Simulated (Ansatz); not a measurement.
`C[C@H]1N[Si@H]1C` → `CC(C)=N[SiH3]`  (isomerisation)

Computed with Ansatz on PBE0-D4/def2-TZVP structures; ΔE is electronic, products minus reactants. CBS: MP2 limit from def2 TZ/QZ plus the TZ coupled-cluster correction, frozen cores. DFT in def2-TZVPP. B3LYP here is the variant with VWN-RPA as its local correlation; programs differ in this.

```
             level  ΔE (kJ/mol)  difference from CCSD(T)/CBS
            PBE-D4        -25.2                          8.5
         r2SCAN-D4        -30.3                          3.4
           ωB97X-V        -33.8                         -0.1
           ωB97M-V        -31.4                          2.3
            B2PLYP        -42.0                         -8.3
               PBE        -24.5                          9.2
            r2SCAN        -30.0                          3.7
              PBE0        -23.1                         10.6
             B3LYP        -45.5                        -11.8
     HF/def2-TZVPP        -73.8                        -40.1
    MP2/def2-TZVPP        -29.4                          4.3
SCS-MP2/def2-TZVPP        -41.0                         -7.3
   CCSD/def2-TZVPP        -40.3                         -6.6
CCSD(T)/def2-TZVPP        -39.0                         -5.3
     HF/def2-QZVPP        -73.4                        -39.7
SCS-MP2/def2-QZVPP        -38.0                         -4.3
       CCSD(T)/CBS        -33.7                            0
```

Largest T1 diagnostic among the species: 0.012.

In def2-TZVPP, CCSD(T) changes the Hartree–Fock value by +34.8 kJ/mol (the triples alone add +1.3 kJ/mol) and MP2 by +44.5 kJ/mol.
